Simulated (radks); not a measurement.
Results of a calculation; reference values are marked as such.
Ag, configuration [Kr] 4d10 5p1 (not the ground configuration).

Level of theory: Dirac Kohn-Sham, BLYP, spin-unpolarised, spherical densities, finite nucleus; open shells fill j = l - 1/2 first; Fermi nuclear charge, rms radius 4.5454 fm (a radial shooting solver on a logarithmic mesh with Libxc functionals).

Energy parts (hartree):
part                        energy
total                  -5317.57526
kinetic                 5565.02188
electron-nucleus      -12892.09666
Hartree                 2159.45479
exchange-correlation    -149.95526

Orbitals (lengths in bohr, moments of r in powers of bohr; r(90%) holds 90 % of the orbital's charge):
| orbital | occ. | eigenvalue (hartree) | <r> | <1/r> | r(90%) | small-component weight |
|---|---|---|---|---|---|---|
| 1s1/2 | 2 | -930.5065 | 0.03111 | 49.44 | 0.0558 | 2.96e-02 |
| 2s1/2 | 2 | -137.0243 | 0.1345 | 11.39 | 0.208 | 6.20e-03 |
| 2p1/2 | 2 | -127.3567 | 0.1141 | 11.37 | 0.187 | 6.22e-03 |
| 2p3/2 | 4 | -120.9101 | 0.1192 | 10.68 | 0.194 | 5.97e-03 |
| 3s1/2 | 2 | -25.16394 | 0.3684 | 3.982 | 0.543 | 1.75e-03 |
| 3p1/2 | 2 | -21.31746 | 0.3601 | 3.888 | 0.543 | 1.69e-03 |
| 3p3/2 | 4 | -20.18006 | 0.3710 | 3.721 | 0.558 | 1.62e-03 |
| 3d3/2 | 4 | -13.36502 | 0.3438 | 3.557 | 0.545 | 1.51e-03 |
| 3d5/2 | 6 | -13.13594 | 0.3473 | 3.514 | 0.550 | 1.49e-03 |
| 4s1/2 | 2 | -3.55476 | 0.9116 | 1.522 | 1.33 | 4.43e-04 |
| 4p1/2 | 2 | -2.34441 | 0.9790 | 1.399 | 1.45 | 3.84e-04 |
| 4p3/2 | 4 | -2.15653 | 1.011 | 1.344 | 1.50 | 3.64e-04 |
| 4d3/2 | 4 | -0.34850 | 1.392 | 0.9840 | 2.26 | 2.09e-04 |
| 4d5/2 | 6 | -0.32780 | 1.417 | 0.9672 | 2.31 | 2.04e-04 |
| 5p1/2 | 1 | -0.06288 | 4.574 | 0.2818 | 7.31 | 1.65e-05 |
| 5p3/2 | 0 | -0.05734 | 4.795 | 0.2680 | 7.66 | 1.48e-05 |

The highest occupied level is 5p1/2 at -1.711 eV. The density falls to 0.001 e/bohr^3 at r = 4.44 bohr.
